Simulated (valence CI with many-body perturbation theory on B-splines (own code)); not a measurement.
# Cu XXV: calculated level list

Method: valence CI with perturbative core correlation (CI+MBPT): three valence electrons over a frozen Dirac-Fock core [He], radial functions for each j: 11 s, 11 p, 10 d, 8 f, 5 g, 2 h, with the one-electron correlation potential Σ1 (screened to all orders), the two-electron term Σ2, the three-electron term Σ3, Breit, model QED; selected single and double excitations, second order for the rest, scaled by the run's own slope (own B-spline code, finite nucleus).

No measured levels were compared; by estimate levels of excited configurations hold to 0.05 to 0.15 % of their energy, terms of the ground configuration to about 0.5 %.

Levels 91 to 135 of 206, with energies above the lowest level, 2s2.2p 2P°_1/2. "Leading %" is the weight of the configuration and term that name the level; weights of strongly mixed levels are sums over their largest components and can fall short. In the jj column 3d3/2^4 stands for four electrons in 3d with j = 3/2. Lifetimes count E1, E2, E3, M1 and M2 decay at the calculated energies, and are blank where another channel may lead or the interval is too uncertain; long ones can be off by a factor of two.

| No. | Configuration | Term | J | E (× 10³ cm⁻¹) | Leading % | Second component | Lifetime | Leading jj |
| --- | --- | --- | --- | --- | --- | --- | --- | --- |
| 91 | 2p2.3d | 4F | 7/2 | 12083 | 71 | 24 % 2p2.3d 4D | 1.33 ps | 2p1/2 2p3/2 3d5/2 (90 %) |
| 92 | 2p2.3d | 2F | 5/2 | 12083 | 45 | 42 % 2p2.3d 4F | 243 fs | 2p1/2 2p3/2 3d3/2 (87 %) |
| 93 | 2p2.3p | 2P° | 1/2 | 12083 | 74 | 16 % 2p2.3p 2S° | 121 fs | 2p1/2 2p3/2 3p3/2 (58 %) |
| 94 | 2p2.3d | 4D | 1/2 | 12089 | 82 | 14 % 2p2.3d 2P | 307 fs | 2p1/2 2p3/2 3d3/2 (99 %) |
| 95 | 2p2.3d | 2F | 7/2 | 12122 | 43 | 31 % 2p2.3d 4D | 20.4 ps | 2p1/2 2p3/2 3d3/2 (63 %) |
| 96 | 2p2.3d | 2F | 5/2 | 12130 | 41 | 33 % 2p2.3d 4P | 52.1 fs | 2p1/2 2p3/2 3d5/2 (90 %) |
| 97 | 2p2.3d | 4D | 3/2 | 12130 | 46 | 30 % 2p2.3d 2P | 83.0 fs | 2p1/2 2p3/2 3d5/2 (83 %) |
| 98 | 2p2.3d | 4F | 9/2 | 12134 | 71 | 29 % 2p2.3d 2G | 28.4 ps | 2p1/2 2p3/2 3d5/2 (85 %) |
| 99 | 2p2.3p | 2D° | 5/2 | 12159 | 49 | 32 % 2p2.3p 2F° | 142 fs | 2p3/2^2 3p3/2 (85 %) |
| 100 | 2p2.3p | 2D° | 3/2 | 12170 | 49 | 24 % 2p2.3p 2P° | 99.6 fs | 2p3/2^2 3p1/2 (78 %) |
| 101 | 2p2.3p | 2F° | 7/2 | 12173 | 68 | 30 % 2p2.3p 4D° | 168 fs | 2p3/2^2 3p3/2 (85 %) |
| 102 | 2p2.3d | 4D | 5/2 | 12181 | 34 | 34 % 2p2.3d 4P | 34.7 fs | 2p1/2 2p3/2 3d5/2 (43 %) |
| 103 | 2p2.3s | 2S | 1/2 | 12188 | 55 | 15 % 2p2.3d 2S | 65.9 fs | 2p3/2^2 3s (58 %) |
| 104 | 2p2.3p | 2D° | 5/2 | 12189 | 76 | 11 % 2p2.3p 2F° | 90.2 fs | 2p3/2^2 3p1/2 (73 %) |
| 105 | 2p2.3d | 4P | 3/2 | 12196 | 64 | 16 % 2p2.3d 2P | 25.5 fs | 2p1/2 2p3/2 3d3/2 (72 %) |
| 106 | 2p2.3p | 2P° | 1/2 | 12201 | 88 | 7 % 2p2.3p 2S° | 119 fs | 2p3/2^2 3p3/2 (58 %) |
| 107 | 2p2.3d | 4P | 1/2 | 12211 | 63 | 16 % 2p2.3s 2S | 27.7 fs | 2p1/2 2p3/2 3d3/2 (63 %) |
| 108 | 2p2.3d | 2G | 7/2 | 12222 | 40 | 30 % 2p2.3d 2F | 48.7 fs | 2p1/2 2p3/2 3d5/2 (56 %) |
| 109 | 2p2.3d | 2P | 1/2 | 12226 | 72 | 12 % 2p2.3s 2S | 56.4 fs | 2p1/2 2p3/2 3d5/2 (45 %) |
| 110 | 2p2.3d | 2D | 5/2 | 12244 | 65 | 31 % 2p2.3d 2F | 21.6 fs | 2p1/2 2p3/2 3d5/2 (48 %) |
| 111 | 2p2.3d | 2D | 3/2 | 12251 | 83 | 11 % 2p2.3d 2P | 38.6 fs | 2p1/2 2p3/2 3d5/2 (84 %) |
| 112 | 2p2.3p | 2P° | 3/2 | 12308 | 69 | 16 % 2p2.3p 2D° | 113 fs | 2p3/2^2 3p3/2 (92 %) |
| 113 | 2p2.3d | 2F | 7/2 | 12324 | 54 | 23 % 2p2.3d 4D | 568 fs | 2p3/2^2 3d5/2 (86 %) |
| 114 | 2p2.3d | 2G | 9/2 | 12343 | 71 | 29 % 2p2.3d 4F | 30.8 ps | 2p3/2^2 3d5/2 (85 %) |
| 115 | 2p2.3d | 2D | 3/2 | 12371 | 67 | 10 % 2p2.3d 4P | 33.2 fs | 2p3/2^2 3d3/2 (82 %) |
| 116 | 2p2.3d | 2D | 5/2 | 12373 | 47 | 20 % 2p2.3d 2F | 27.9 fs | 2p3/2^2 3d3/2 (67 %) |
| 117 | 2p2.3d | 2P | 1/2 | 12386 | 84 | 6 % 2p2.3d 4P | 45.0 fs | 2p3/2^2 3d3/2 (36 %) |
| 118 | 2p2.3d | 2F | 7/2 | 12396 | 66 | 24 % 2p2.3d 2G | 21.8 fs | 2p3/2^2 3d3/2 (83 %) |
| 119 | 2p2.3p | 2P° | 1/2 | 12405 | 91 |  | 110 fs | 2p3/2^2 3p1/2 (86 %) |
| 120 | 2p2.3p | 2P° | 3/2 | 12440 | 84 | 5 % 2p2.3p 2D° | 129 fs | 2p3/2^2 3p3/2 (87 %) |
| 121 | 2p2.3d | 2S | 1/2 | 12441 | 72 | 17 % 2p2.3d 4P | 38.6 fs | 2p3/2^2 3d3/2 (41 %) |
| 122 | 2p2.3d | 2P | 3/2 | 12452 | 74 | 10 % 2p2.3d 4P | 28.1 fs | 2p3/2^2 3d5/2 (82 %) |
| 123 | 2p2.3d | 2D | 5/2 | 12454 | 59 | 36 % 2p2.3d 2F | 24.6 fs | 2p3/2^2 3d5/2 (78 %) |
| 124 | 2p2.3d | 2D | 5/2 | 12617 | 85 | 5 % 2p2.3d 2F | 43.8 fs | 2p3/2^2 3d5/2 (86 %) |
| 125 | 2p2.3d | 2D | 3/2 | 12625 | 91 |  | 31.3 fs | 2p3/2^2 3d3/2 (86 %) |
| 126 | 2s2.4s | 2S | 1/2 | 14094 | 96 |  | 375 fs | 2s^2 4s (96 %) |
| 127 | 2s2.4p | 2P° | 1/2 | 14179 | 96 |  | 650 fs | 2s^2 4p1/2 (96 %) |
| 128 | 2s2.4p | 2P° | 3/2 | 14202 | 96 |  | 682 fs | 2s^2 4p3/2 (96 %) |
| 129 | 2s2.4d | 2D | 3/2 | 14270 | 96 |  | 77.9 fs | 2s^2 4d3/2 (96 %) |
| 130 | 2s2.4d | 2D | 5/2 | 14277 | 96 |  | 79.3 fs | 2s^2 4d5/2 (96 %) |
| 131 | 2s2.4f | 2F° | 5/2 | 14317 | 96 |  | 177 fs | 2s^2 4f5/2 (96 %) |
| 132 | 2s2.4f | 2F° | 7/2 | 14320 | 96 |  | 178 fs | 2s^2 4f7/2 (96 %) |
| 133 | 2s.2p.4s | 4P° | 1/2 | 14495 | 86 | 14 % 2s.2p.4s 2P° | 399 fs | 2s 2p1/2 4s (99 %) |
| 134 | 2s.2p.4s | 4P° | 3/2 | 14537 | 83 | 16 % 2s.2p.4s 2P° | 373 fs | 2s 2p1/2 4s (84 %) |
| 135 | 2s.2p.4s | 2P° | 1/2 | 14558 | 87 | 13 % 2s.2p.4s 4P° | 394 fs | 2s 2p1/2 4s (85 %) |

Names give the largest LS component (configuration and term), which can be under half, so a name can repeat, a term be missing and a line seem to break the LS rules; names also repeat where a configuration has a term twice.
